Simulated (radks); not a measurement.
Results of a calculation; reference values are marked as such.
Question: Numerical settings for the iron ion Fe+, [Ar] 3d6 4s1. Code: a radial shooting solver on a logarithmic mesh with Libxc functionals. Model: non-relativistic Kohn-Sham, PBEsol, spin-unpolarised, spherical densities, point nucleus. The defaults (mesh step 0.008 in ln r, mesh end at 40 bohr or more with all orbitals vanishing there, Anderson mixing 0.5 over 9 steps, residual threshold near 1e-9 with the energy settled to 1e-9 hartree or 1e-11 of itself, here a cap of 64 iterations) give E = -1261.8127 hartree and 4s at -12.154 eV in 15 iterations. Run on one thread of a shared host, so times are rough (Arm Neoverse N1): 0.11 s of CPU time, 0.11 s wall, 15 iterations on 2546 mesh points. One setting is changed at a time: mesh step in ln r 0.02; mesh step in ln r 0.12; mesh step in ln r 0.012; mesh end (bohr) 8; mesh end (bohr) 3; residual threshold 0.01; residual threshold 1e-16; mixing 0.05; linear mixing, mixing 0.8; linear mixing, mixing 1; mixing history 20; iteration cap 3. Which runs fail to converge, and which converge to a wrong energy?

Answer: Not converged within the cap: mesh step in ln r 0.12; residual threshold 1e-16; linear mixing, mixing 0.8; linear mixing, mixing 1; iteration cap 3. Settled on a wrong energy, with an occupied level pushed above zero by the early mesh end: mesh end (bohr) 3 (+0.704 hartree). Apart from these: no run marked as converged misses the energy by more than 1 mhartree.
